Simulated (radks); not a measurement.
Question: The mean radii <r> (bohr) of the occupied orbitals of an atom or ion are listed with their occupations. All-electron calculation, scalar-relativistic Kohn-Sham, SCAN, spin-polarised, spherical densities, finite nucleus; meta-GGA in the generalised Kohn-Sham scheme; Fermi nuclear charge, rms radius of each element as measured or else 0.836 A^(1/3) + 0.57 fm. Program: a radial shooting solver on a logarithmic mesh with Libxc functionals.

orbital  occ.      <r>
1s up       1  0.05214
1s down     1  0.05214
2s up       1   0.2348
2s down     1   0.2347
2p up       3   0.2064
2p down     3   0.2063
3s up       1   0.7087
3s down     1   0.7097
3p up       3   0.7437
3p down     3   0.7454
3d up       5   0.9114
3d down     4   0.9253

Name the element and its charge. Open shells, if any, are filled with parallel spins first.

Answer: Z = 29, copper, charge +2: Cu2+ in [Ar] 3d9. The 1s radius gives Z: for a bare nucleus <r> = (2 gamma + 1)/(2Z) with gamma = sqrt(1 - (Z/c)^2), 0.05094 bohr for Z = 29, and screening makes it slightly larger (0.05214 here). The occupations add up to 27, and the charge is Z minus that.
